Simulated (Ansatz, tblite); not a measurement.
Cost and result up the ladder for InH2(CCH) (C2H3In) (6 atoms). Charge 0, multiplicity 1. Geometry: PBE-D4/def2-TZVP.

```csv
atom,x (Å),y (Å),z (Å)
In1,1.3355,-0.3063,0.1754
H2,2.1870,0.6098,1.3620
H3,1.9837,-1.5651,-0.8081
C4,-0.7018,0.1600,-0.0982
C5,-1.8831,0.4330,-0.2484
H6,-2.9213,0.6685,-0.3829
```

Ansatz on 4 threads of Arm Neoverse V1 on a shared host; xTB runs through tblite on one thread. Times are rough, summed over both states, and most runs start from the orbitals of an earlier one. PBE0-D4/def2-TZVP serves as the yardstick here, not as an exact answer. The other state is a triplet.

In the def2 sets In takes a core potential; there is no spin–orbit coupling. The xTB rows come from tblite.

xTB has no spin-polarisation term.

| level | functions | wall time | vertical triplet (eV) | difference from PBE0-D4/def2-TZVP (eV) |
| --- | --- | --- | --- | --- |
| GFN1-xTB | 23 | 0.006 s | 6.19 | 1.92 |
| GFN2-xTB | 20 | 0.007 s | 4.79 | 0.52 |
| PBE-D4/def2-TZVP | 130 | 2.7 s | 3.92 | -0.35 |
| r2SCAN-D4/def2-TZVP | 130 | 5.4 s | 3.98 | -0.30 |
| PBE0-D4/def2-TZVP (with forces) | 130 | 5.5 s | 4.27 | 0.00 |
